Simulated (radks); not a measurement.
Spherical quantum dot in the effective-mass picture: electrons in a parabolic well V = omega^2 r^2 / 2 with omega = 2.28, all in effective atomic units (hartree* = m*/eps^2 hartree, bohr* = eps/m* bohr), one dielectric constant everywhere. Calculated with a radial shooting solver with Libxc functionals: non-relativistic Kohn-Sham, LDA (Slater exchange, Perdew-Wang correlation), spin-polarised, spherical densities. Levels are named by radial order and angular momentum (1s, 1p, 1d, 2s, ...), and open shells are averaged over m. Results are scaled to m* = 0.379 and eps = 13.3, for which hartree* = 58.3 meV and bohr* = 1.857 nm. Each electron was tried in the lowest free levels, single moves between levels near the top were tried too, and the lowest total energy was kept; such a search can miss a lower state. At N = 1 the Hartree and exchange-correlation terms need not cancel, so that row can carry a self-interaction error.

| N | open shells | 2S | mu = E(N) - E(N-1) (meV) | addition energy mu(N+1) - mu(N) (meV) | e(HOMO) (meV) | rms radius (nm) |
|---|---|---|---|---|---|---|
| 1 | 1s(up 1, down 0) | 1 | 202.75 | 64.63 | 227.48 | 1.515 |
| 2 | none | 0 | 267.38 | 166.1 | 291.91 | 1.578 |
| 3 | 1p(up 1, down 0) | 1 | 433.51 | 42.55 | 454.55 | 1.767 |
| 4 | 1p(up 2, down 0) | 2 | 476.06 | 43.21 | 497.65 | 1.872 |
| 5 | 1p(up 3, down 0) | 3 | 519.27 | 54.89 | 540.86 | 1.946 |
| 6 | 1p(up 3, down 1) | 2 | 574.16 | 39.98 | 594.00 | 2.008 |
| 7 | 1p(up 3, down 2) | 1 | 614.15 | 40.45 | 634.36 | 2.061 |
| 8 | none | 0 | 654.60 | 140.9 | 674.81 | 2.107 |
| 9 | 1d(up 1, down 0) | 1 | 795.51 | 35.29 | 813.15 | 2.182 |
| 10 | 1d(up 2, down 0) | 2 | 830.80 | 35.24 | 848.44 | 2.245 |
| 11 | 1d(up 3, down 0) | 3 | 866.04 | 35.09 | 883.62 | 2.300 |
| 12 | 1d(up 4, down 0) | 4 | 901.13 | 34.87 | 918.61 | 2.349 |
| 13 | 1d(up 5, down 0) | 5 | 936.00 | 44.15 | 953.36 | 2.393 |
| 14 | 1d(up 5, down 1) | 4 | 980.15 | 33.26 | 996.77 | 2.435 |
| 15 | 1d(up 5, down 2) | 3 | 1013.4 | 33.22 | 1030.0 | 2.473 |
| 16 | 1d(up 5, down 3) | 2 | 1046.6 | 33.11 | 1063.2 | 2.509 |
| 17 | 1d(up 5, down 4) | 1 | 1079.7 | 32.94 | 1096.2 | 2.543 |
| 18 | none | 0 | 1112.7 | 43.30 | 1129.1 | 2.575 |
| 19 | 2s(up 1, down 0) | 1 | 1156.0 | 37.03 | 1172.8 | 2.606 |
| 20 | none | 0 | 1193.0 | 105.0 | 1209.7 | 2.637 |
| 21 | 1f(up 1, down 0) | 1 | 1298.0 | 29.71 | 1312.9 | 2.675 |
| 22 | 1f(up 2, down 0) | 2 | 1327.7 | 29.59 | 1342.5 | 2.711 |
| 23 | 1f(up 3, down 0) | 3 | 1357.3 | 29.46 | 1372.1 | 2.745 |
| 24 | 1f(up 4, down 0) | 4 | 1386.8 | 29.33 | 1401.5 | 2.778 |
| 25 | 1f(up 5, down 0) | 5 | 1416.1 | 29.18 | 1430.7 | 2.809 |
| 26 | 1f(up 6, down 0) | 6 | 1445.3 | 29.03 | 1459.8 | 2.838 |
| 27 | 1f(up 7, down 0) | 7 | 1474.3 | 36.35 | 1488.8 | 2.867 |
| 28 | 1f(up 7, down 1) | 6 | 1510.7 | 28.25 | 1524.8 | 2.894 |
| 29 | 1f(up 7, down 2) | 5 | 1538.9 | 28.16 | 1553.0 | 2.921 |
| 30 | 1f(up 7, down 3) | 4 | 1567.1 | 28.06 | 1581.1 | 2.947 |
| 31 | 1f(up 7, down 4) | 3 | 1595.1 | 27.94 | 1609.1 | 2.972 |
| 32 | 1f(up 7, down 5) | 2 | 1623.1 | 27.82 | 1637.0 | 2.996 |
| 33 | 1f(up 7, down 6) | 1 | 1650.9 | 27.70 | 1664.8 | 3.019 |
| 34 | none | 0 | 1678.6 | 43.12 | 1692.4 | 3.042 |
| 35 | 2p(up 1, down 0) | 1 | 1721.7 | 27.99 | 1735.7 | 3.065 |
| 36 | 2p(up 2, down 0) | 2 | 1749.7 | 27.92 | 1763.7 | 3.088 |
| 37 | 2p(up 3, down 0) | 3 | 1777.6 | 31.64 | 1791.6 | 3.109 |
| 38 | 2p(up 3, down 1) | 2 | 1809.3 | 27.47 | 1823.0 | 3.131 |
| 39 | 2p(up 3, down 2) | 1 | 1836.8 | 27.41 | 1850.5 | 3.152 |
| 40 | none | 0 | 1864.2 | 80.27 | 1877.8 | 3.173 |
| 41 | 1g(up 1, down 0) | 1 | 1944.4 | - | 1957.2 | 3.196 |

All shells are closed at N = 2, 8, 18, 20, 34, 40 (there: 1s2 1p6 1d10 2s2 1f14 2p6); the second difference of the energy has clear peaks (12 % above both neighbours; the first and last values, which can be the largest, are not judged, and half-filled shells can peak too) at N = 2, 5, 8, 13, 18, 20, 27, 34, 37.
